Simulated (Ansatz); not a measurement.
Consider the substitution at a C–O bond: `CO[SiH](O)O` + `F[SiH](S)S` → `CS[SiH](F)S` + `O[SiH](O)O`.

Calculated with Ansatz (gas phase, PBE0-D4/def2-TZVP geometries, no zero-point term in ΔE). CBS: MP2 limit from def2 TZ/QZ plus the TZ coupled-cluster correction, frozen cores. DFT in def2-TZVPP. HSE06 is defined as in plane-wave codes. One conformer a species, not always the lowest.

```json
{"level": "LDA (SPW92)", "ΔE (kcal/mol)": "-10.8", "difference from CCSD(T)/CBS": "0.8"}
{"level": "PBE-D4", "ΔE (kcal/mol)": "-11.5", "difference from CCSD(T)/CBS": "0.1"}
{"level": "r2SCANh-D4", "ΔE (kcal/mol)": "-11.2", "difference from CCSD(T)/CBS": "0.4"}
{"level": "HSE06-D4", "ΔE (kcal/mol)": "-11.4", "difference from CCSD(T)/CBS": "0.2"}
{"level": "PBE", "ΔE (kcal/mol)": "-11.0", "difference from CCSD(T)/CBS": "0.6"}
{"level": "r2SCAN", "ΔE (kcal/mol)": "-11.0", "difference from CCSD(T)/CBS": "0.6"}
{"level": "r2SCANh", "ΔE (kcal/mol)": "-11.0", "difference from CCSD(T)/CBS": "0.6"}
{"level": "r2SCAN0", "ΔE (kcal/mol)": "-11.1", "difference from CCSD(T)/CBS": "0.5"}
{"level": "HSE06", "ΔE (kcal/mol)": "-11.0", "difference from CCSD(T)/CBS": "0.6"}
{"level": "BHLYP", "ΔE (kcal/mol)": "-9.2", "difference from CCSD(T)/CBS": "2.4"}
{"level": "LC-ωPBE", "ΔE (kcal/mol)": "-10.5", "difference from CCSD(T)/CBS": "1.1"}
{"level": "RPA@PBE/def2-TZVPP", "ΔE (kcal/mol)": "-9.0", "difference from CCSD(T)/CBS": "2.6"}
{"level": "HF/def2-TZVPP", "ΔE (kcal/mol)": "-7.9", "difference from CCSD(T)/CBS": "3.7"}
{"level": "SCS-MP2/def2-TZVPP", "ΔE (kcal/mol)": "-10.8", "difference from CCSD(T)/CBS": "0.8"}
{"level": "MP2/CBS(def2)", "ΔE (kcal/mol)": "-13.3", "difference from CCSD(T)/CBS": "-1.7"}
{"level": "CCSD/CBS(def2)", "ΔE (kcal/mol)": "-11.1", "difference from CCSD(T)/CBS": "0.5"}
{"level": "CCSD(T)/CBS", "ΔE (kcal/mol)": "-11.6", "difference from CCSD(T)/CBS": "0"}
```

Largest T1 diagnostic among the species: 0.012.

At CCSD(T), def2-SVP lies +4.9 kcal/mol from the extrapolated value and def2-TZVPP +1.2 kcal/mol. Leaving LDA and LC-ωPBE aside and taking each functional with its dispersion term where it has one, the values, not all of them listed here, spread over 2.3 kcal/mol, from revPBE-D4 to CAM-B3LYP-D4.
